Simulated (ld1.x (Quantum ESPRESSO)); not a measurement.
**What one change does to a pseudopotential (Sb, PAW)**

```json
{"Element": "Sb", "Generator": "ld1.x (Quantum ESPRESSO) 7.5", "Type": "PAW", "Functional": "PBEsol", "Relativity": "scalar-relativistic", "Frozen core": "[Ar] 3d10", "Valence charge": "23", "Reference configuration": "4s2 4p6 4d10 5s2 5p3", "Partial waves": "4s (bound): rcut 1.00, rcutus 1.30 bohr; 5s (bound): rcut 1.00, rcutus 1.30 bohr; 4p (bound): rcut 1.35, rcutus 1.50 bohr; 5p (bound): rcut 1.35, rcutus 1.50 bohr; 4d (bound): rcut 1.40, rcutus 1.55 bohr; 4d channel at -0.4 Ry: rcut 1.40, rcutus 1.55 bohr", "Local potential": "all-electron potential smoothed inside 1.20 bohr (lloc = -2)", "Core correction": "Bessel-smoothed model core inside 0.60 bohr", "Augmentation charge": "PSQ, inside the norm-conserving radii"}
```

All-electron outer shells of the reference configuration (PBEsol, scalar-relativistic, ld1.x):

```json
{"shell": "3p", "level (eV)": "-750.06", "outermost node (bohr)": "0.13", "outermost maximum (bohr)": "0.29"}
{"shell": "3d", "level (eV)": "-515.82", "outermost node (bohr)": "–", "outermost maximum (bohr)": "0.24"}
{"shell": "4s", "level (eV)": "-148.62", "outermost node (bohr)": "0.39", "outermost maximum (bohr)": "0.73"}
{"shell": "4p", "level (eV)": "-101.63", "outermost node (bohr)": "0.39", "outermost maximum (bohr)": "0.76"}
{"shell": "4d", "level (eV)": "-33.45", "outermost node (bohr)": "0.38", "outermost maximum (bohr)": "0.84"}
{"shell": "5s", "level (eV)": "-12.88", "outermost node (bohr)": "0.95", "outermost maximum (bohr)": "1.90"}
{"shell": "5p", "level (eV)": "-4.84", "outermost node (bohr)": "1.04", "outermost maximum (bohr)": "2.35"}
```

Change: waves 4d (bound): rcut 1.40, rcutus 1.86 bohr; 4d channel at -0.4 Ry: rcut 1.40, rcutus 1.86 bohr.

Cutoffs: the cutoffs (Ry, on a coarse ladder) from which the occupation-weighted sum of valence levels, in a spherical-Bessel basis at the reference potential, stays within 10 and 1 mRy of its value at 400 Ry; they do not see the model core or the augmentation charge, which bear on the density cutoff. Errors are all-electron minus pseudo energies relative to the spin-unpolarised reference configuration.

Problem. What does the change do?

Solution. The potential gets neither clearly harder nor softer (70 Ry and 120 Ry → 70 Ry and 110 Ry); the p channel sets the loose cutoff, while the largest relative change is in d, which becomes softer; the number of tests with a reliable result goes from 7 to 3 (the test run of the changed file stopped, so its transferability is not established); of the 3 tests that both files solve, the error grows in 2 and shrinks in 0 by more than 15 % and 0.3 meV (median size 1.2 → 1.7 meV); neither file shows a bound ghost.

| quantity | base | changed |
| --- | --- | --- |
| cutoff, loose | 70 Ry | 70 Ry |
| cutoff, tight | 120 Ry | 110 Ry |
| loose cutoff by channel (10 mRy a level) | s 45 Ry, p 55 Ry, d 40 Ry | s 45 Ry, p 55 Ry, d 25 Ry |
| bound ghosts | none | none |
| tests with a reliable result | 7 of 7 | 3 of 7 (the test run stopped) |
| error for 4s2 4p6 4d10 5s2 5p2, meV [ΔE 8.34 eV] | -1.2 | -0.9 |
| error for 4s2 4p6 4d10 5s2 5p1, meV [ΔE 24.36 eV] | -0.5 | +1.7 |
| error for 4s2 4p6 4d10 5s2 5p0, meV [ΔE 48.80 eV] | +8.4 | +18 |
| lowest overlap eigenvalue by channel | s 0.02, p 0.10, d 0.33 | s 0.02, p 0.10, d 0.07 |
